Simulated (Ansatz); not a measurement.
Job for Ansatz (an electronic-structure program): U-PBE0/def2-TZVPP on Lu2, 2S+1 = 3, a spin state set in the input, which need not be the lowest. Elements past Kr take the def2 small-core potentials; no spin–orbit coupling.

Ansatz 0.2 input:
```yaml
crystal:
  periodic: [false, false, false]
  atoms:
    - {symbol: Lu, position_ang: [0.00000000, 0.00000000, 0.00000000]}
    - {symbol: Lu, position_ang: [0.00000000, 0.00000000, 3.55300000]}
basis:
  gaussian:
    orbitals: def2-TZVPP
hamiltonian:
  xc: {name: PBE0}
magnetization: {spin_polarized: true, initial_magnetization: 2}
relax: {f_tol: 0.002, max_steps: 120}
```

Task: Give the final energy of this run.

Result: -2472.1744 hartree.

Task: How many basis functions does it have, and what does it roughly cost on one machine?

Result: 210 functions; about 2.9 core-minutes (a rough figure).
